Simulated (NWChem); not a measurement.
# CH$_{5}$GaN, doublet; SMILES [CH3][Ga][NH2]

```xyz
8

Ga     0.3960    -0.0426     0.0001
C     -0.5967     1.7237    -0.0049
H     -0.2556     2.3414     0.8302
H     -1.6706     1.5284     0.0872
H     -0.3941     2.2490    -0.9426
N     -0.6414    -1.5794    -0.0262
H     -1.6367    -1.5757     0.1742
H     -0.2490    -2.5086     0.0603
```
Atoms are numbered in this order, from 1.

All runs: NWChem. Spin-unrestricted. Structure relaxed at the B3LYP/6-31G* (spherical d), spin-unrestricted level. The spin multiplicity was typed, not searched, and may not be the lowest. No stability test was run on the SCF state.

For level PBE/def2-SVP:

```
Property                                                     Result
-----------------------------------------------------------  ------
highest occupied level (eV)                                   -4.18
lowest empty minus highest occupied level, either spin (eV)    1.23
```

Q: Estimate the same quantities for level KT2/def2-SVP.

A: 
- highest occupied level (eV) = -4.31
- lowest empty minus highest occupied level, either spin (eV) = 1.41
